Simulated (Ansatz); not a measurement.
Relaxation of BH₆NOS (10 atoms, charge 0, multiplicity 1), to a largest force component of 0.03 eV/Å in at most 50 steps.

All numbers below come from Ansatz, RKS B3LYP-D4/6-31G*.

```xyz
10
Properties=species:S:1:pos:R:3
B 0.085 -0.376 0.382
N -0.002 -0.358 1.862
H -0.823 -0.717 2.333
H 0.843 -0.417 2.418
O 1.323 -0.207 -0.172
H 1.266 -0.124 -1.132
H -0.910 -0.548 -0.260
S -0.287 2.699 0.235
H -1.589 2.949 0.479
H -0.192 1.822 1.296
```

Problem. Where does it end, and by what steps?

Solution. The run converged. After 20 steps the energy has fallen by 0.186 eV; H7 moved furthest, 0.85 Å.

```tsv
step	energy less start (eV)	largest force component (eV/Å)	accepted
0	0.0000	2.016	yes
1	-0.1034	1.119	yes
2	-0.1390	0.652	yes
3	-0.1531	0.163	yes
4	-0.1546	0.597	yes
5	-0.1687	0.147	yes
6	-0.1735	0.078	yes
7	-0.1751	0.060	yes
8	-0.1763	0.180	yes
9	-0.1779	0.086	yes
10	-0.1794	0.054	yes
11	-0.1744	0.449	no
12	-0.1807	0.055	yes
13	-0.1810	0.257	yes
14	-0.1833	0.059	yes
15	-0.1842	0.051	yes
16	-0.1808	0.243	no
17	-0.1851	0.062	yes
18	-0.1854	0.059	yes
19	-0.1856	0.031	yes
20	-0.1857	0.025	yes
```

```xyz
10
Properties=species:S:1:pos:R:3
B 0.158 -0.676 0.394
N -0.054 -0.471 1.773
H -0.781 -0.944 2.288
H 0.622 0.010 2.352
O 1.241 -0.064 -0.189
H 1.265 -0.206 -1.143
H -0.616 -1.343 -0.236
S -0.278 2.951 0.316
H -1.306 3.635 0.862
H -0.538 1.830 1.024
```

The run took 54 s on 1 thread of Intel(R) Xeon(R) Platinum 8488C (Sapphire Rapids), with other jobs on the host, peak memory 0.19 GiB.
